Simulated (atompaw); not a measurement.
# Reading a pseudo-wave (antimony (Sb))

Columns: radius, all-electron u(r) and pseudo u(r) of the 4d shell (level -33.51 eV) of antimony in the configuration [Kr] 4d10 5s2 5p3; PBE, scalar-relativistic, PAW (atompaw) scheme, atompaw 4.2.0.5.

```
r (bohr)  all-electron  pseudo
   0.075       -0.2026  0.0004
   0.150       -0.5155  0.0031
   0.225       -0.5467  0.0101
   0.300       -0.3300  0.0232
   0.375       -0.0038  0.0435
   0.450        0.3275  0.0716
   0.525        0.6090  0.1074
   0.600        0.8210  0.1500
   0.675        0.9626  0.1981
   0.750        1.0424  0.2498
   0.825        1.0730  0.3029
   0.900        1.0668  0.3548
   0.975        1.0348  0.4033
   1.050        0.9858  0.4459
   1.125        0.9264  0.4807
   1.200        0.8617  0.5063
   1.275        0.7950  0.5220
   1.350        0.7288  0.5275
   1.425        0.6649  0.5235
   1.500        0.6040  0.5108
   1.575        0.5469  0.4907
   1.650        0.4939  0.4642
   1.725        0.4451  0.4326
   1.800        0.4005  0.3970
   1.875        0.3597  0.3594
   1.950        0.3228  0.3228
```

Question: How many radial nodes do the two functions have?

Answer: The all-electron 4d function has n − l − 1 = 1; the pseudo-wave has 0, since the states of the same l below it are removed with the core.

Question: Where does each function peak?

Answer: Outermost all-electron maximum near 0.82 bohr, pseudo maximum near 1.35 bohr (to the table’s step).

Question: Is the pseudo-wave norm-conserving?

Answer: No, it belongs to a PAW set: the norm inside the radius is not constrained, and the difference is carried by the augmentation charge.
